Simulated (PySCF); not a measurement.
**How methods differ on the excitation energy of Ga**

Ga [Ar] 3d10 4s2 4p1 (2P) → Ga [Ar] 3d10 4s1 4p1 5s1 (4P), as a difference of total energies. Computed with PySCF 2.14 in x2c-QZVPPall with one added diffuse shell each of s, p, d, f type (12s8p6d5f1g, 110 functions), with the spin-free X2C one-electron Hamiltonian (Gaussian nucleus). Correlated levels: valence: [Ar] 3d10 frozen; valence and next inner shell: [Ne] frozen. The calculations carry no spin-orbit coupling.

| method | excitation energy (cm⁻¹) |
| --- | --- |
| UHF | 59019 |
| LDA | 75110 |
| PBE | 72747 |
| PBE0 | 70629 |
| r2SCAN | 71563 |
| r2SCANh | 70990 |
| LC-wPBE | 70574 |
| MP2 (valence) | 65485 |
| SCS-MP2 (valence) | 67485 |
| MP2 (valence and next inner shell) | 70668 |
| SCS-MP2 (valence and next inner shell) | 71738 |

A first-order spin-orbit estimate (lowest level to lowest level, LS coupling) adds -0.018 eV.

The upper state lies above the first ionisation limit, but in LS coupling its spin forbids autoionisation to the ground ion. A Rydberg-like electron needs more diffuse functions than a valence basis has.

The promoted electron is Rydberg-like, and one or two diffuse shells describe it only roughly, which tends to raise the upper state.
